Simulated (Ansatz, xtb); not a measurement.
# C4H8BCl: 4 structures ranked

4 gas-phase structures of C4H8BCl, from a drawn sample of its isomers (lower ones may exist). Each was relaxed with GFN2-xTB:

A. `B[C@H]1C[C@H](Cl)C1`, a singlet
B. `B[C@H]1C[C@@H](Cl)C1`, a singlet
C. `BC1(Cl)CCC1`, a singlet
D. `B[C@@H]1CC[C@H]1Cl`, a singlet

Which do you expect lowest at r2SCAN-D4/def2-SVP//GFN2-xTB, and how would the others follow?

Calculated order at r2SCAN-D4/def2-SVP//GFN2-xTB: D (0.0), C (0.4), B (0.5), A (1.0) kcal/mol. Less than 1 kcal/mol parts D and C; C and B; B and A, so the order within those pairs means little.

Energies above the lowest of each column, in kcal/mol; the last columns are at r2SCAN-D4/def2-SVP geometries:

```csv
structure,GFN2-xTB,HF/STO-3G,r2SCAN-D4/def2-SVP//GFN2-xTB,r2SCAN-D4/def2-SVP,CCSD(T)/def2-SVP + ΔMP2/def2-TZVPP
D,0.0,0.0,0.0,0.3,0.3
C,0.7,0.1,0.4,0.0,0.0
B,0.3,0.4,0.5,0.6,0.5
A,0.7,1.2,1.0,1.1,1.3
```

CCSD(T)/def2-SVP + ΔMP2/def2-TZVPP has B and C and D within 1 kcal/mol of each other at the bottom, and every level picks one of them. CCSD(T)/def2-SVP + ΔMP2/def2-TZVPP orders those it was run on as C (0.0), D (0.3), B (0.5), A (1.3) kcal/mol. Less than 1 kcal/mol parts C and D; D and B; B and A, so the order within those pairs means little. Flexible structures stand in one conformer each, not always the lowest. ΔMP2 is the change of the MP2 energy from the smaller to the larger basis.

Over these structures GFN2-xTB departs from r2SCAN-D4/def2-SVP//GFN2-xTB by 0.2 kcal/mol on average once a common shift is removed. A GFN2-xTB relaxation took about 0.29 s and the r2SCAN-D4/def2-SVP//GFN2-xTB energy about 3 s on a shared host (Ansatz 0.2.0, xtb 6.7.1).
